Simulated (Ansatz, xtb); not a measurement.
# Two conformers of C2H8AlFSi

Structure X is `C[SiH2][CH2][AlH][F]`, a singlet and structure Y is `C[SiH2][CH2][AlH][F]`, a singlet. Both are isolated molecules in the gas phase, relaxed with B3LYP-D3(BJ)/def2-SVP.

X (Å):

```xyz
13

C    -0.4242   -1.4336   -1.5960
C     2.3208   -0.0087   -1.6612
Al    3.2024   -1.3535   -2.7458
F     2.5933   -2.9121   -2.6615
Si    0.4757    0.1627   -2.0312
H    -0.3573   -1.6330   -0.5140
H    -1.4904   -1.3817   -1.8671
H     0.0314   -2.2877   -2.1224
H     0.3056    0.4500   -3.4927
H    -0.1184    1.3138   -1.2834
H     2.4194   -0.2894   -0.5955
H     2.8236    0.9656   -1.7917
H     4.4146   -1.1436   -3.7322
```

Y (Å):

```yaml
atoms:
  - { symbol: C, position_ang: [-1.4002, 1.7543, -0.7598] }
  - { symbol: C, position_ang: [0.9636, 0.5472, 0.9095] }
  - { symbol: Al, position_ang: [1.5590, -0.4385, 2.4703] }
  - { symbol: F, position_ang: [2.0199, 0.4225, 3.8280] }
  - { symbol: Si, position_ang: [-0.9006, 0.8183, 0.7976] }
  - { symbol: H, position_ang: [-1.0923, 1.2022, -1.6625] }
  - { symbol: H, position_ang: [-2.4918, 1.8983, -0.8023] }
  - { symbol: H, position_ang: [-0.9227, 2.7471, -0.7875] }
  - { symbol: H, position_ang: [-1.5869, -0.5121, 0.8233] }
  - { symbol: H, position_ang: [-1.3578, 1.5709, 2.0072] }
  - { symbol: H, position_ang: [1.4557, 1.5365, 0.8968] }
  - { symbol: H, position_ang: [1.2793, 0.0004, 0.0018] }
  - { symbol: H, position_ang: [1.6566, -2.0080, 2.5903] }
```

Task: Estimate which is lower in electronic energy at CCSD(T)/def2-SVP + ΔMP2/def2-TZVPP, and by roughly how much.

Result: Too close to call at this level: CCSD(T)/def2-SVP + ΔMP2/def2-TZVPP gives E(Y) − E(X) = −0.10 kcal/mol.

How the difference moves with the method:

```json
{"level": "B3LYP-D3(BJ)/def2-SVP", "geometry": "B3LYP-D3(BJ)/def2-SVP", "E(Y) − E(X) (kcal/mol)": "+0.51", "departure from the last row (kcal/mol)": "+0.60", "job, with rough time for the two": "optimisation, 6.8 min"}
{"level": "HF/def2-SVP", "geometry": "B3LYP-D3(BJ)/def2-SVP", "E(Y) − E(X) (kcal/mol)": "−0.28", "departure from the last row (kcal/mol)": "−0.18", "job, with rough time for the two": "part of the CCSD(T) run"}
{"level": "MP2/def2-SVP", "geometry": "B3LYP-D3(BJ)/def2-SVP", "E(Y) − E(X) (kcal/mol)": "−0.04", "departure from the last row (kcal/mol)": "+0.06", "job, with rough time for the two": "part of the CCSD(T) run"}
{"level": "CCSD(T)/def2-SVP", "geometry": "B3LYP-D3(BJ)/def2-SVP", "E(Y) − E(X) (kcal/mol)": "0.00", "departure from the last row (kcal/mol)": "+0.09", "job, with rough time for the two": "single point"}
{"level": "CCSD(T)/def2-SVP + ΔMP2/def2-TZVPP", "geometry": "B3LYP-D3(BJ)/def2-SVP", "E(Y) − E(X) (kcal/mol)": "−0.10", "departure from the last row (kcal/mol)": "", "job, with rough time for the two": "single point, 69 s"}
```

The largest departure from CCSD(T)/def2-SVP + ΔMP2/def2-TZVPP is that of B3LYP-D3(BJ)/def2-SVP, 0.60 kcal/mol. Levels run at GFN2-xTB geometries aren't shown. The last row adds to CCSD(T) the change of the MP2 difference between the two basis sets, here −0.09 kcal/mol.

With harmonic frequencies from B3LYP-D3(BJ)/def2-SVP (ideal gas, rigid rotor, one conformer each, 298.15 K, 1 atm): on the last row, ΔE + ΔZPE = −0.14 kcal/mol. A mode under 50 cm⁻¹ makes harmonic enthalpies and free energies unreliable, so none is given.

The correlated steps freeze 13 core orbitals. Programs: Ansatz 0.2.0; the last row on 2 threads of Intel(R) Xeon(R) Processor @ 2.50GHz (Skylake/Cascade Lake) on a shared host.
